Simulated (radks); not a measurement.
Au XXXIX, configuration [Kr] 4d5 (the NIST ground configuration).

Calculated with a radial shooting solver on a logarithmic mesh with Libxc functionals: scalar-relativistic Kohn-Sham, revPBE, spin-unpolarised, spherical densities, finite nucleus; Fermi nuclear charge, rms radius 5.4371 fm.

Energy parts (eV):
total: -493707.17
kinetic: 554917.28
electron-nucleus: -1156413.46
Hartree: 115837.58
exchange-correlation: -8048.56

Orbitals (lengths in bohr, moments of r in powers of bohr; r(90%) holds 90 % of the orbital's charge):
orbital,occ.,eigenvalue (eV),r(90%),<1/r>
1s,2,-82395.98,0.0308,95.71
2s,2,-15905.25,0.110,22.45
2p,6,-13978.29,0.105,19.97
3s,2,-4987.426,0.267,8.397
3p,6,-4426.555,0.273,7.672
3d,10,-3837.112,0.256,7.215
4s,2,-2179.288,0.530,3.946
4p,6,-1975.457,0.554,3.653
4d,5,-1745.000,0.566,3.411

The highest occupied level is 4d at -1745.0 eV. For comparison, the ionisation energy in NIST's Atomic Spectra Database is 1758 eV (theoretical). In exact Kohn-Sham theory the highest level is minus the ionisation energy, but local and semilocal functionals leave it too shallow, through self-interaction and a potential that decays too fast; potentials with the right tail come closer.

Beside tabulated values, note that spin-unpolarised runs miss the spin-polarisation part of the exchange energy of open shells.
